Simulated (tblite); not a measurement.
Input of a run (GFN2-xTB geometry optimisation, gas phase (tblite 0.8.0)), started from a force field or distance geometry:
```
{"job": {"kind": "relax", "xc": "GFN2-xTB", "basis": "xTB"}, "charge": 0, "multiplicity": 2}
C      2.227000    -0.108600    -0.097800
C      0.717500    -0.058100    -0.070800
C     -0.021800    -1.235100    -0.148200
C     -1.417600    -1.150300    -0.091300
C     -2.047700     0.081100     0.094800
C     -1.348000     1.294400     0.197900
O     -1.924500     2.421200     0.358000
C      0.064300     1.171000     0.128000
H      2.577800    -0.976800    -0.661900
H      2.612100    -0.165200     0.925200
H      2.619700     0.784900    -0.587800
H      0.447000    -2.198000    -0.273700
H     -2.026200    -2.053400    -0.146300
H     -3.129900     0.114200     0.136700
H      0.645900     2.086700     0.215400
```

Output (eV, eV/Å):
```
step      E/eV     max force
  0    -613.55481    2.394
  1    -613.66261    1.520
  2    -613.68724    0.438
  3    -613.69939    0.393
  4    -613.71341    0.295
  5    -613.71600    0.128
  6    -613.71762    0.127
  7    -613.71857    0.127
  8    -613.71905    0.052
  9    -613.71929    0.045
 10    -613.71956    0.051
 11    -613.71981    0.058
 12    -613.72002    0.037
 13    -613.72019    0.034
 14    -613.72034    0.035
 15    -613.72051    0.041
 16    -613.72066    0.028
 17    -613.72076    0.025
 18    -613.72082    0.021
 19    -613.72086    0.018
 20    -613.72090    0.020
 21    -613.72093    0.016
 22    -613.72095    0.016
 23    -613.72097    0.009
```

Problem. Summarise the run.

Solution. The energy falls by 16.0 kJ/mol over 23 L-BFGS steps, the largest force on an atom goes from 2.39 to 0.009 eV/Å, and the atoms move by 0.036 Å rms after alignment. The bond that changes most is C5–C6 (ends: carbon bonded to 2 C and H; carbon bonded to 2 C and O), which lengthens by 0.048 Å. Bonds longer at the end by more than 0.005 Å: 3 of 15; shorter: 8. Among the angles that change most is C4–C5–H14, from 118.9° to 121.8°. The energy never rose by more than 1e-5 eV on the way. The first step brought 65 % of the lowering.

Problem. What are the final bond lengths?

Solution. C1–C2 1.499 Å, C2–C3 1.403 Å, C3–C4 1.397 Å, C4–C5 1.365 Å, C5–C6 1.452 Å, C6–O7 1.238 Å, C6–C8 1.449 Å, C2–C8 1.371 Å, C1–H9 1.087 Å, C1–H10 1.090 Å, C1–H11 1.087 Å, C3–H12 1.080 Å, C4–H13 1.081 Å, C5–H14 1.079 Å, C8–H15 1.080 Å. Numbering counts from 1 in the input's order; the species is `CC1=CC([O])=CC=C1` [radical].

Its lowest GFN2-xTB frequency is 12i cm⁻¹, too small to tell a flat minimum from a shallow saddle.

The numbers are calculated, not measured.
